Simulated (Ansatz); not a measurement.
Born–Oppenheimer molecular dynamics of F2H3HfNO (8 atoms, charge 0, multiplicity 1). It starts from a relaxed structure.

Theory: RKS PBE-D4/def2-SVP in Ansatz 0.2.0.

| Item | Value |
| --- | --- |
| ensemble | NVT, Nosé–Hoover chain |
| time step | 0.5 fs |
| steps asked | 100 |
| set temperature | 1500 K |
| thermostat | time constant 20 fs, chain length 3 |
| seed | 395025 |

Frames 2.5 fs apart, positions in Å.

Velocities at 20 fs (Å/ps):

```
Hf -0.58 -1.27 2.35
N -1.59 5.99 -4.61
H -11.89 20.24 -0.67
H 40.43 -6.31 26.05
O 9.31 0.97 -10.17
H 25.70 28.37 11.79
F -1.71 3.97 -4.41
F -2.36 0.48 -7.65
```

```xyz
8
Properties=species:S:1:pos:R:3 time_fs=20 energy_less_start_eV=0.739 T=783
Hf -0.021 -0.130 0.065
N 0.009 0.074 2.145
H -0.782 0.567 2.576
H 0.796 0.106 2.871
O 1.830 -0.384 -0.572
H 1.794 0.601 -0.731
F -0.848 1.408 -0.664
F -1.169 -1.509 -0.604
8
Properties=species:S:1:pos:R:3 time_fs=22.5 energy_less_start_eV=0.784 T=827
Hf -0.023 -0.133 0.071
N 0.008 0.090 2.135
H -0.804 0.610 2.574
H 0.845 0.085 2.884
O 1.853 -0.378 -0.598
H 1.900 0.646 -0.712
F -0.852 1.419 -0.676
F -1.175 -1.509 -0.624
8
Properties=species:S:1:pos:R:3 time_fs=25 energy_less_start_eV=0.448 T=1410
Hf -0.025 -0.137 0.078
N 0.012 0.110 2.131
H -0.782 0.621 2.559
H 0.771 0.058 2.787
O 1.873 -0.364 -0.626
H 2.074 0.605 -0.705
F -0.857 1.433 -0.688
F -1.182 -1.509 -0.644
8
Properties=species:S:1:pos:R:3 time_fs=27.5 energy_less_start_eV=0.538 T=1484
Hf -0.026 -0.142 0.085
N 0.011 0.133 2.120
H -0.744 0.620 2.550
H 0.737 0.020 2.727
O 1.889 -0.344 -0.653
H 2.301 0.530 -0.712
F -0.860 1.448 -0.701
F -1.189 -1.510 -0.665
8
Properties=species:S:1:pos:R:3 time_fs=30 energy_less_start_eV=0.570 T=1625
Hf -0.028 -0.146 0.092
N 0.004 0.156 2.096
H -0.753 0.646 2.584
H 0.833 -0.041 2.784
O 1.899 -0.323 -0.678
H 2.562 0.455 -0.729
F -0.863 1.461 -0.713
F -1.196 -1.511 -0.685
8
Properties=species:S:1:pos:R:3 time_fs=32.5 energy_less_start_eV=0.850 T=1393
Hf -0.029 -0.150 0.099
N 0.003 0.179 2.076
H -0.762 0.671 2.637
H 0.843 -0.079 2.781
O 1.907 -0.295 -0.701
H 2.760 0.293 -0.743
F -0.863 1.471 -0.723
F -1.202 -1.511 -0.705
8
Properties=species:S:1:pos:R:3 time_fs=35 energy_less_start_eV=0.728 T=1650
Hf -0.029 -0.155 0.105
N 0.005 0.202 2.067
H -0.712 0.657 2.660
H 0.729 -0.079 2.682
O 1.913 -0.261 -0.720
H 2.841 0.044 -0.748
F -0.861 1.478 -0.729
F -1.206 -1.510 -0.722
8
Properties=species:S:1:pos:R:3 time_fs=37.5 energy_less_start_eV=0.933 T=1463
Hf -0.029 -0.159 0.109
N 0.002 0.228 2.059
H -0.656 0.637 2.671
H 0.690 -0.113 2.641
O 1.911 -0.225 -0.735
H 2.885 -0.225 -0.747
F -0.856 1.479 -0.733
F -1.209 -1.507 -0.738
8
Properties=species:S:1:pos:R:3 time_fs=40 energy_less_start_eV=1.046 T=1379
Hf -0.029 -0.162 0.112
N -0.007 0.255 2.046
H -0.669 0.661 2.723
H 0.779 -0.203 2.692
O 1.899 -0.190 -0.745
H 2.892 -0.494 -0.739
F -0.849 1.475 -0.733
F -1.210 -1.503 -0.751
8
Properties=species:S:1:pos:R:3 time_fs=42.5 energy_less_start_eV=1.078 T=1382
Hf -0.028 -0.165 0.113
N -0.010 0.278 2.045
H -0.686 0.690 2.767
H 0.785 -0.238 2.667
O 1.887 -0.158 -0.750
H 2.748 -0.721 -0.726
F -0.839 1.465 -0.729
F -1.208 -1.498 -0.762
8
Properties=species:S:1:pos:R:3 time_fs=45 energy_less_start_eV=0.806 T=1773
Hf -0.026 -0.167 0.112
N -0.009 0.296 2.060
H -0.653 0.690 2.750
H 0.687 -0.196 2.562
O 1.873 -0.130 -0.750
H 2.487 -0.883 -0.713
F -0.826 1.450 -0.722
F -1.205 -1.491 -0.769
8
Properties=species:S:1:pos:R:3 time_fs=47.5 energy_less_start_eV=0.950 T=1623
Hf -0.025 -0.169 0.110
N -0.012 0.316 2.075
H -0.629 0.699 2.733
H 0.672 -0.198 2.524
O 1.852 -0.104 -0.745
H 2.218 -1.033 -0.709
F -0.811 1.431 -0.712
F -1.200 -1.483 -0.773
```

Of the whole run (50 fs, mean temperature of the second half 1522 K): The conserved energy stayed within 1.2 meV per atom of its start (net change 0.65 meV per atom), so the integration is sound. A run of 0.05 ps of so small a system gives no equilibrium averages.

Run time: 2.7 min on 2 threads of Arm Neoverse V2 (shared host), peak memory 0.2 GiB.
